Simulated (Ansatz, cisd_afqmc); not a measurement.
System: P, charge 0, quartet.

Total energies in aug-cc-pV(D+d)Z, 5 correlated electrons, 5 frozen orbitals. UHF or UKS for unpaired electrons; spin-orbit terms are left out. Correlated methods leave the cores frozen. No relativity. The Monte Carlo rows (phaseless AFQMC, CISD trial, step 0.005/hartree) carry one-sigma bars that omit the constraint's bias. Outlying blocks are dropped, and bars are widened where a walk drifts. Over all cases where full CI ran beside it in this data, AFQMC minus full CI had a median of +0.1 mEh and passed +0.4 mEh in a tenth of the cases. Full CI freezes restricted core orbitals and the other rows unrestricted ones, which leaves a small offset even where coupled cluster is exact.

| method | program | energy (Eh) | error against FCI (mEh) |
|---|---|---|---|
| HF | Ansatz | -340.70996 | 89.50 |
| MP2 | Ansatz | -340.77806 | 21.40 |
| CCSD | Ansatz | -340.79719 | 2.27 |
| CCSD(T) | Ansatz | -340.79889 | 0.57 |
| CCSDT(Q) | Ansatz | -340.79944 | 0.02 |
| CCSDTQ | Ansatz | -340.79948 | -0.02 |
| AFQMC/CISD | cisd_afqmc | -340.7994 ± 0.0002 | 0.1 ± 0.2 |
| FCI | Ansatz | -340.79946 | 0.00 |

Ansatz is a quantum-chemistry and plane-wave program.
